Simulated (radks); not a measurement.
Fractional charge and spin in the 4s shell of selenium: the spin-up occupation runs from 0 to 1 and the spin-down occupation from 0 to 1; the fullest corner is Se, [Ar] 3d10 4p(up 2, down 2) 4s(up 1, down 1). Method: scalar-relativistic Kohn-Sham, PBEsol, spin-polarised, spherical densities, finite nucleus; Fermi nuclear charge, rms radius of each element as measured or else 0.836 A^(1/3) + 0.57 fm; computed with a radial shooting solver on a logarithmic mesh with Libxc functionals. Energy (eV) minus the two flat planes that join the four corners (they meet along the diagonal where the two added fractions sum to one electron); zero is where a piecewise linear energy would lie.

down \ up,0,0.5,1
0,0.000,-1.384,0.000
0.5,-1.384,0.277,-1.233
1,0.000,-1.233,0.000

Corners above the fullest one (they belong to Se+ and the next ion): (up 1, down 0) 22.116 eV, (up 0, down 1) 22.116 eV, (up 0, down 0) 55.832 eV. With half an added electron in each spin the energy lies 0.277 eV from the planes, and with half an added electron in spin up alone -1.384 eV. The planes are only a guide here: the flat-plane condition holds for ground states with one frontier orbital, while this shell lies below other occupied shells, so the corners above the fullest one are inner-hole states and not the ground states of those ions.
